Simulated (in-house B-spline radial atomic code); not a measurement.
# Ionising Zn⁴⁺ with different functionals

Computed with an all-electron radial atomic-structure program (B-spline basis): four-component Dirac-Coulomb Hamiltonian, Fermi nucleus of rms radius 3.9283 fm, spin-restricted, spherical fractional occupations for the functionals. The ionisation energy is the difference of two self-consistent energies, [Ar] 3d8 → [Ar] 3d7, without Breit or QED terms; ε is the level of the shell that loses the electron (mean over j). The electron is taken from both j subshells in proportion to 2j + 1, so the result is a j average, not the step between ground levels.

Hybrids are left out here: with spherical fractional occupations of an open shell their exact exchange keeps a self-interaction that integer-occupation calculations don't have.

```csv
method,rung,ΔSCF (eV),-ε(3d) (eV)
LDA VWN5,LDA,86.00,73.68
relativistic LDA,LDA,86.02,73.70
LDA PW92,LDA,85.99,73.67
LDA exchange-only,LDA,84.03,71.75
PBE,GGA,85.67,73.34
PBEsol,GGA,85.63,73.30
BLYP,GGA,85.62,73.30
RPBE,GGA,85.58,73.24
PW91,GGA,85.81,73.48
BP86,GGA,85.73,73.39
AM05,GGA,85.66,73.33
OLYP,GGA,86.09,73.70
```

Question: How do they compare with the NIST value?

Answer: NIST lists 82.6 eV ± 0.9 (semi-empirical, ground level to ground level). Errors run from +1.43 to +3.49 eV. The correlated functionals all miss on the same side by more than they spread, so the cause is common to them (Breit-QED terms, spin polarisation, the choice among j levels, multiplet and fine-structure energies, or a listed next ion that isn't the cheapest removal here) and closeness doesn't rank the functionals.
